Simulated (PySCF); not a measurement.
# Excitation energy of Ti²⁺ by level of theory

Ti²⁺ [Ar] 3d2 (3F) → Ti²⁺ [Ar] 3d1 4p1 (high-spin determinant), as a difference of total energies. Calculation: PySCF 2.14, in def2-QZVPPD (11s6p5d3f2g, 93 functions); no relativity, point nucleus. Correlated levels: valence: [Ar] frozen. The calculations carry no spin-orbit coupling.

```tsv
method	excitation energy (eV)
UHF	9.405
MP2 (valence)	9.483
SCS-MP2 (valence)	9.431
CCSD (valence)	9.494
```

Problem. How much does correlation contribute at MP2 (valence)?

Solution. 9.483 − (9.405) = 0.078 eV, measured against UHF.

With two correlated electrons CCSD is exact in that space.

The determinant of the upper state mixes LS terms, which raises its energy above the lowest term, most at the Hartree-Fock and MP2 levels.
